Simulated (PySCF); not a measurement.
# M06-L on In²⁺ (indium, charge +2)

Configuration: [Kr] 4d10 5s1, 2S determinant. Calculation: PySCF 2.14, in cc-pVDZ-PP with ECP28MDF; scalar relativity through the core potential.

| Property | Result |
| --- | --- |
| Total energy | -189.3636 hartree |
| One-electron energy | -321.4251 hartree |
| Hartree (Coulomb) energy | 148.4853 hartree |
| Exchange-correlation energy | -16.4237 hartree |
| ⟨S²⟩ | 0.7505 |
| ⟨L²⟩ | 0.000 |
| Sum of ⟨r⟩ | 21.40 bohr |
| Sum of ⟨r²⟩ | 29.57 bohr² |
| Time after the integrals | 0.32 s of wall time on 1 thread of Neoverse-V1 (shared host) |

```tsv
shell	electrons	mean orbital energy (hartree)	rms radius, mean of both spins (bohr)
4s α	1	-5.23318	0.910
4s β	1	-5.22868	0.910
4p α	3	-3.64926	0.992
4p β	3	-3.64438	0.992
4d α	5	-1.35426	1.26
4d β	5	-1.34544	1.26
5s α	1	-0.87256	2.46
```

Energies and moments cover only the electrons outside the core potential.
